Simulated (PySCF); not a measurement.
Computed shifts of a molecule C3H9NSi2, PBE/pcSseg-1 (PySCF), GIAO, gas phase, atoms alike by connectivity averaged where their shifts nearly agree, in ppm (number of nuclei): ¹³C: 88.6 (1), 80.1 (1), 39.3 (1). ¹⁵N: 57.8 (1). ²⁹Si: -57.4 (1), -116.0 (1). ¹H: 4.27 (1), 4.05 (1), 3.89 (1), 3.79 (3), 2.54 (1), 0.69 (1), 0.60 (1). References: ¹³C against TMS (σ = 182.0 ppm); ¹⁵N against NH3 (σ = 267.0 ppm); ²⁹Si against TMS (σ = 335.4 ppm); ¹H against TMS (σ = 31.49 ppm), references at their B3LYP-D3(BJ)/def2-TZVP geometries, non-relativistic. The structure is a stationary point at B3LYP-D3(BJ)/def2-SVP. The values are those of a single conformer.

Problem. Which structure fits?
(A) C=C=CN([SiH3])[SiH3]
(B) N[C@@H]([SiH3])C#C[SiH3]
(C) C#C[C@H](N)[SiH2][SiH3]
(D) [SiH3]N[C@H]1C=C[SiH2]1

Solution. C, C#C[C@H](N)[SiH2][SiH3]
